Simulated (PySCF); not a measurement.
**Re: excitation energy**

Re [Xe] 4f14 5d5 6s2 (6S) → Re [Xe] 4f14 5d7 (4F), as a difference of total energies. Calculation: PySCF 2.14, in x2c-TZVPPall with one added diffuse shell each of s, p, d, f type (12s8p8d4f1g, 113 functions); scalar relativity by spin-free X2C-1e. The calculations carry no spin-orbit coupling.

```json
{"method": "UHF", "excitation energy (cm⁻¹)": "47593"}
{"method": "BLYP", "excitation energy (cm⁻¹)": "35102"}
{"method": "HSE06", "excitation energy (cm⁻¹)": "37457"}
{"method": "PBEsol", "excitation energy (cm⁻¹)": "36726"}
```
